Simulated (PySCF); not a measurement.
Compound: C5H3ClOS.
Atom-mapped SMILES: `[O:1]=[C:2]([Cl:3])[c:4]1[cH:5][cH:6][cH:7][s:8]1` (hydrogens: H9 on C5; H10 on C6; H11 on C7)

Cartesian coordinates in Å at the PBE0-D3(BJ)/def2-SVP level; atoms count from 1:
```
atom  x, y, z in Å
O1     3.2987    1.3689    0.9064
C2     2.7371    0.4940    0.3292
Cl3    3.6500   -0.8898   -0.3407
C4     1.3043    0.4037    0.0824
C5     0.5674   -0.5577   -0.5808
C6    -0.8132   -0.2584   -0.6006
C7    -1.0969    0.9223    0.0479
S8     0.2957    1.6761    0.6827
H9     1.0274   -1.4378   -1.0295
H10   -1.5714   -0.8841   -1.0722
H11   -2.0738    1.3869    0.1821
```

Method: PBE0-D3(BJ)/def2-SVP geometry optimisation, gas phase in PySCF.

Take the most abundant isotopes and a rigid rotor. The values belong to one conformer with, in the numbering `[O:1]=[C:2]([Cl:3])[c:4]1[cH:5][cH:6][cH:7][s:8]1`, O1–C2–C4–C5 179°.

Problem. Give the principal moments of inertia and the rotational constants in GHz.

Solution. Ia = 161.59, Ib = 488.84, Ic = 650.43 u·Å²; 505379 MHz·u·Å²/I gives 3127, 1034 and 777.0 MHz, that is A = 3.1274, B = 1.0338, C = 0.7770 GHz.

Problem. Classify the top.

Solution. An asymmetric top: κ = (2 × 1034 − 3127 − 777.0)/(3127 − 777.0) = -0.78.

Problem. What does the inertial defect say?

Solution. Planar: Δ = Ic − Ia − Ib = 0.00 u·Å². For a rigid frame Δ = −2 Σ m c², so it vanishes when all atoms lie in the ab plane; here none is more than 0.01 Å from it.

Problem. List the rotational levels J(Ka,Kc) to J = 4 (K).

Solution. Above 0(0,0), as E/k:
J = 1: 1(0,1) 0.087, 1(1,1) 0.187, 1(1,0) 0.200
J = 2: 2(0,2) 0.260, 2(1,2) 0.349, 2(1,1) 0.386, 2(2,1) 0.687, 2(2,0) 0.688
J = 3: 3(0,3) 0.516, 3(1,3) 0.590, 3(1,2) 0.664, 3(2,2) 0.948, 3(2,1) 0.953, 3(3,1) 1.482, 3(3,0) 1.482
J = 4: 4(0,4) 0.854, 4(1,4) 0.911, 4(1,3) 1.034, 4(2,3) 1.295, 4(2,2) 1.310, 4(3,2) 1.831, 4(3,1) 1.832, 4(4,1) 2.576, 4(4,0) 2.576
Those of J = 1 are B + C, A + C and A + B.

Problem. Which lines would a microwave search look for?

Solution. The dipole components are |μa| = 3.37 D, |μb| = 2.23 D, |μc| = 0.00 D; the mirror of this Cs structure is the ab plane, so μc vanishes by symmetry and there are no c-type lines. The squared components, which scale the intensities, stand as 1.00 : 0.44 (a : b). Some lines, for components of 0.1 D or more:

```json
{"type": "a", "branch": "Q", "J(Ka,Kc)": "4(2,2) ← 4(2,3)", "MHz": "323", "lower level (cm⁻¹)": "0.900"}
{"type": "a", "branch": "Q", "J(Ka,Kc)": "2(1,1) ← 2(1,2)", "MHz": "771", "lower level (cm⁻¹)": "0.242"}
{"type": "b", "branch": "R", "J(Ka,Kc)": "2(0,2) ← 1(1,1)", "MHz": "1506", "lower level (cm⁻¹)": "0.130"}
{"type": "b", "branch": "Q", "J(Ka,Kc)": "2(1,1) ← 2(0,2)", "MHz": "2630", "lower level (cm⁻¹)": "0.180"}
{"type": "a", "branch": "R", "J(Ka,Kc)": "2(1,2) ← 1(1,1)", "MHz": "3365", "lower level (cm⁻¹)": "0.130"}
{"type": "b", "branch": "R", "J(Ka,Kc)": "1(1,1) ← 0(0,0)", "MHz": "3904", "lower level (cm⁻¹)": "0.000"}
{"type": "a", "branch": "R", "J(Ka,Kc)": "3(1,3) ← 2(1,2)", "MHz": "5034", "lower level (cm⁻¹)": "0.242"}
{"type": "b", "branch": "R", "J(Ka,Kc)": "4(0,4) ← 3(1,3)", "MHz": "5482", "lower level (cm⁻¹)": "0.410"}
{"type": "a", "branch": "R", "J(Ka,Kc)": "3(2,1) ← 2(2,0)", "MHz": "5520", "lower level (cm⁻¹)": "0.478"}
{"type": "b", "branch": "Q", "J(Ka,Kc)": "2(2,0) ← 2(1,1)", "MHz": "6303", "lower level (cm⁻¹)": "0.268"}
{"type": "a", "branch": "R", "J(Ka,Kc)": "4(2,2) ← 3(2,1)", "MHz": "7439", "lower level (cm⁻¹)": "0.663"}
{"type": "a", "branch": "R", "J(Ka,Kc)": "4(1,3) ← 3(1,2)", "MHz": "7709", "lower level (cm⁻¹)": "0.462"}
{"type": "b", "branch": "R", "J(Ka,Kc)": "4(1,4) ← 3(0,3)", "MHz": "8237", "lower level (cm⁻¹)": "0.359"}
{"type": "b", "branch": "Q", "J(Ka,Kc)": "3(3,0) ← 3(2,1)", "MHz": "11015", "lower level (cm⁻¹)": "0.663"}
{"type": "b", "branch": "Q", "J(Ka,Kc)": "4(3,2) ← 4(2,3)", "MHz": "11182", "lower level (cm⁻¹)": "0.900"}
{"type": "b", "branch": "R", "J(Ka,Kc)": "3(2,2) ← 2(1,1)", "MHz": "11713", "lower level (cm⁻¹)": "0.268"}
{"type": "b", "branch": "R", "J(Ka,Kc)": "4(2,2) ← 3(1,3)", "MHz": "14999", "lower level (cm⁻¹)": "0.410"}
{"type": "b", "branch": "Q", "J(Ka,Kc)": "4(4,0) ← 4(3,1)", "MHz": "15509", "lower level (cm⁻¹)": "1.273"}
{"type": "b", "branch": "R", "J(Ka,Kc)": "3(3,0) ← 2(2,1)", "MHz": "16557", "lower level (cm⁻¹)": "0.478"}
{"type": "b", "branch": "R", "J(Ka,Kc)": "4(3,2) ← 3(2,1)", "MHz": "18298", "lower level (cm⁻¹)": "0.663"}
{"type": "b", "branch": "R", "J(Ka,Kc)": "4(3,1) ← 3(2,2)", "MHz": "18416", "lower level (cm⁻¹)": "0.659"}
{"type": "b", "branch": "R", "J(Ka,Kc)": "4(4,1) ← 3(3,0)", "MHz": "22800", "lower level (cm⁻¹)": "1.030"}
{"type": "b", "branch": "R", "J(Ka,Kc)": "4(4,0) ← 3(3,1)", "MHz": "22802", "lower level (cm⁻¹)": "1.030"}
```

Problem. Estimate the classical rotational partition function at 25 K, 100 K and 500 K.

Solution. Point group Cs, symmetry number σ = 1; q = (√π/σ)·√((kT/h)³/(ABC)), k/h = 20836.6 MHz/K: 13300 at 25 K, 106000 at 100 K, 1190000 at 500 K.

PBE0-D3(BJ)/def2-SVP frequencies: not computed here. Zero-point vibration and centrifugal distortion are left out. Quadrupole hyperfine structure (35Cl) is left out.

Time: 2.5 min wall, 1.8 min CPU; peak memory 0.57 GiB. Hardware: an Intel Xeon Platinum 8259CL at 2.50 GHz with one thread, on a shared host. That covers the optimisation of the geometry.
